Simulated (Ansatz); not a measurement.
Mulliken charges of BClFGeH3, SMILES `F[B](Cl)[GeH3]` from PBE/def2-TZVPP in Ansatz (PBE0-D4/def2-TZVP geometry).

```csv
atom,x (Å),y (Å),z (Å),charge (e)
F1,1.459,-1.647,0.372,-0.146
B2,0.277,-1.076,0.436,0.279
Cl3,-0.999,-1.968,1.243,-0.101
Ge4,-0.085,0.798,-0.375,-0.028
H5,1.173,1.386,-1.030,-0.003
H6,-0.566,1.746,0.735,0.000
H7,-1.199,0.692,-1.427,0.000
```

Q: By hand: the dipole of these point charges (1 e Å = 4.8032 D).

A: Σ q r = (-0.036, 0.113, -0.045) e Å, of length 0.127 e Å = 0.61 D.

Q: How does the dipole of the full density compare? (Estimate.)

A: Ansatz gave: (-0.030, 0.090, -0.036) e Å, 0.49 D; the point charges give 1.24 times that, at 1° from its direction.

Point charges leave out the atoms' own dipoles, such as those of lone pairs, and Mulliken's split depends on the basis, so the two needn't agree.
